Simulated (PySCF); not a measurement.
Problem. Give a PBE0-D3(BJ)/def2-SVP geometry of `C[Se]C1=C=CCCCCC1`.

Solution. 
```
atom  x, y, z in Å
C1     2.6603   -0.4941    1.2678
Se2    2.0443    1.1506    0.4574
C3     0.8656    0.3853   -0.8265
C4     0.7144   -0.9070   -1.0006
C5     0.1221   -2.0798   -1.0016
C6    -1.1290   -2.2771   -0.1787
C7    -1.7150   -0.9785    0.3733
C8    -2.1824    0.0429   -0.6904
C9    -1.4285    1.3781   -0.7732
C10   -0.0785    1.3501   -1.5010
H11    3.4231   -0.2240    2.0102
H12    1.8274   -1.0143    1.7588
H13    3.0998   -1.1430    0.4979
H14    0.4706   -2.9099   -1.6285
H15   -0.9347   -2.9834    0.6495
H16   -1.8772   -2.7806   -0.8190
H17   -2.5683   -1.2483    1.0159
H18   -0.9781   -0.5052    1.0437
H19   -2.1798   -0.4328   -1.6873
H20   -3.2379    0.2870   -0.4897
H21   -2.0707    2.1115   -1.2896
H22   -1.2762    1.7723    0.2466
H23   -0.2249    1.0372   -2.5469
H24    0.3509    2.3656   -1.5298
```

Orientation and origin are arbitrary. Atoms count from 1 in this order. The C–Se distances run from 1.904 Å (Se2–C3, drawn single) to 1.934 Å (C1–Se2, drawn single), a spread of 0.030 Å. The C–C distances run from 1.313 Å (C3=C4, drawn double) to 1.547 Å (C7–C8, drawn single), a spread of 0.234 Å. Of the pairs four or more bonds apart, C4···C8 is among the closest relative to their van der Waals radii: 3.06 Å, 90 % of the sum of Bondi's values. The 8-membered ring C3–C4–C5–C6–C7–C8–C9–C10 has internal angles of 110.5° to 158.6° (sum 971°, against 1080° for a flat polygon); it is puckered, 0.33 Å rms from its mean plane, widest ring torsion 115°.

Bonds between heavy atoms (Å): C1–Se2 1.934, Se2–C3 1.904, C3=C4 1.313, C4=C5 1.314, C5–C6 1.510, C6–C7 1.528, C7–C8 1.547, C8–C9 1.536, C9–C10 1.534, C3–C10 1.509.

Theory: PySCF 2.14.0, PBE0-D3(BJ)/def2-SVP geometry optimisation, gas phase.

Point group: C1 (no symmetry element, even within 0.4 Å). Whether it is a minimum is left open (no frequencies). One conformer, not necessarily the lowest (C1–Se2–C3–C4 -3°, C4–C5–C6–C7 11°, C5–C6–C7–C8 62°, C6–C7–C8–C9 -115°, C7–C8–C9–C10 79°).
